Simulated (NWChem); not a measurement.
Species: TeF$_{2}$; SMILES F[Te]F

```xyz
3

Te     0.0000     0.0000     0.3312
F     -1.4324     0.0000    -0.9568
F      1.4324     0.0000    -0.9568
```
Atoms are numbered in this order, from 1.

Geometry: optimised at PBE0/def2-SVP. No frequency run checked for a minimum. def2 effective core potentials on Te; no spin-orbit coupling.

Symmetry labels are those of C2v in the frame above (b1 and b2, or b-type labels, depend on it). States above −ε(HOMO) = 6.9 eV lie in this functional's continuum and hang on the basis.

Q: List the 4 lowest vertical singlet excitations from PBE0/def2-SVPD with def2 effective core potentials on Te, TDA (NWChem).

A: 
```tsv
state	energy (eV)	oscillator strength	symmetry	leading excitation (squared amplitude)
S1	2.32	0.000	a2	HOMO → LUMO (1.00)
S2	3.12	0.004	b2	HOMO → LUMO+1 (0.99)
S3	6.11	0.175	b2	HOMO → LUMO+2 (0.99)
S4	7.03	0.025	a1	HOMO → LUMO+3 (0.97)
```
